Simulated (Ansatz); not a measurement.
Relaxation of C₂H₄BS (8 atoms, charge -1, multiplicity 1), to a largest force component of 0.02 eV/Å in at most 50 steps.

All numbers below come from RKS PBE0-D4/def2-SVP in Ansatz 0.2.0.

```xyz
8
Properties=species:S:1:pos:R:3:forces:R:3
C -2.318 -0.497 -0.429 -0.75 0.20 -0.06
B -1.050 -0.821 -0.340 1.76 -0.44 0.14
S 0.748 -1.209 -0.179 -0.54 0.42 0.04
C 1.395 0.448 0.295 -0.26 -0.68 -0.21
H -3.352 -0.237 -0.513 -0.43 0.09 -0.04
H 1.230 1.156 -0.517 -0.05 0.28 -0.22
H 2.464 0.360 0.494 0.42 -0.02 0.08
H 0.882 0.801 1.189 -0.15 0.16 0.28
```

Where does it end, and by what steps?

The run converged. Limits of this set-up: an anion without diffuse functions, the dipole of an ion depends on the origin. After 5 steps the energy has fallen by 0.039 eV; H8 moved furthest, 0.11 Å.

```
step  energy less start (eV)  largest force component (eV/Å)  accepted
   0                  0.0000                           1.759       yes
   1                 -0.0311                           0.499       yes
   2                 -0.0376                           0.103       yes
   3                 -0.0382                           0.049       yes
   4                 -0.0385                           0.050       yes
   5                 -0.0386                           0.004       yes
```

```xyz
8
Properties=species:S:1:pos:R:3
C -2.354 -0.513 -0.454
B -1.060 -0.787 -0.321
S 0.700 -1.175 -0.143
C 1.414 0.443 0.301
H -3.408 -0.300 -0.565
H 1.231 1.184 -0.492
H 2.502 0.323 0.439
H 0.973 0.824 1.236
```

The run took 25 s on 1 thread of AMD EPYC 7R43 64-Core Processor (Zen 3), on a shared host, peak memory 0.16 GiB.
